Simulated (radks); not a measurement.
Results of a calculation; reference values are marked as such.
Q: Level of theory: non-relativistic Kohn-Sham, LB94 model potential, spin-polarised, spherical densities, point nucleus; open shells are filled with parallel spins first (spin-orbit coupling, left out, can overturn this in heavy ions) (a radial shooting solver on a logarithmic mesh with Libxc functionals). Response by self-consistent Sternheimer equations with the Hartree and adiabatic LDA kernel. For heavy and open-shell atoms this level of theory can miss by tens of per cent. Rank Cl2+, Mn+, Li, Cl+, Cr, Ca+, Pd+, K3+, Ru (NIST ground configurations) by static dipole polarisability, largest first.

A: Li 150.0, Ca+ 59.53, Cr 52.22, Ru 49.19, Mn+ 23.27, Pd+ 10.07, Cl+ 8.832, Cl2+ 5.960, K3+ 3.059 bohr^3.
